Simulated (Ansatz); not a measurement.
```yaml
crystal:
  periodic: [false, false, false]
  atoms:
    - {symbol: N, position_ang: [-0.359033, 0.995820, -0.296788]}
    - {symbol: Si, position_ang: [0.548925, -0.591884, 0.115365]}
    - {symbol: F, position_ang: [0.177379, -1.067505, 1.850008]}
    - {symbol: Br, position_ang: [-1.069117, -2.111720, -0.834753]}
    - {symbol: H, position_ang: [-1.385162, 0.996638, -0.181833]}
    - {symbol: H, position_ang: [0.083227, 1.684177, -0.079317]}
    - {symbol: H, position_ang: [1.630512, -0.641274, -0.187193]}
basis:
  gaussian: {orbitals: cc-pVDZ}
hamiltonian: {xc: {name: RPBE}, dispersion: d3bjatm}
output: {forces: true}
```

```sh
$ ansatz run in.yaml --threads 2 --pin off --events-out ev --progress --plain --max-ram 22528MiB --backend cpu
```

It prints (some lines left out):

```
Functional definition: RPBE
1106 factors; their error is unknown
mean field evaluation 1: about -82163.7315 eV, gradient 6.8e1 eV
mean field evaluation 2: about -82102.8727 eV, gradient 1.5e2 eV
mean field evaluation 4: about -82172.8082 eV, gradient 8.0e0 eV
mean field evaluation 8: about -82172.9371 eV, gradient 1.3e-1 eV
mean field evaluation 16: about -82172.8993 eV, gradient 1.8e-4 eV
mean field -82172.89925621 eV, -3019.7983488741 hartree, gradient 7.4e-5 eV, S^2 0.000000; 0 other end points of the search recorded, 0 dependent functions left out
reference -82172.89928686 eV, -3019.7983500005 hartree; 34, 34 occupied and 54, 54 virtual orbitals, 1106 factors
Total energy: -82173.85120520 eV, -3019.8333323544 hartree
Atom 0 at    -0.359033     0.995820    -0.296788 Å, force    -5.188620   -13.673617    -3.146779 eV/Å
Atom 1 at     0.548925    -0.591884     0.115365 Å, force   -19.685310     0.940600     5.795081 eV/Å
Atom 2 at     0.177379    -1.067505     1.850008 Å, force     1.310063     0.892299    -2.811549 eV/Å
Atom 3 at    -1.069117    -2.111720    -0.834753 Å, force     1.525134     0.911400     0.412816 eV/Å
Atom 4 at    -1.385162     0.996638    -0.181833 Å, force     0.686760    -0.029215     0.133863 eV/Å
Atom 5 at     0.083227     1.684177    -0.079317 Å, force     6.712223    11.666695     3.579480 eV/Å
Atom 6 at     1.630512    -0.641274    -0.187193 Å, force    14.639750    -0.708162    -3.962911 eV/Å
Dipole moment:     0.385321     0.557689    -0.134712 e Å
```

Hardware: 2 threads of an AMD EPYC 7R13 on a shared host. Wall time 1.3 s, peak host memory 0.18 GiB.
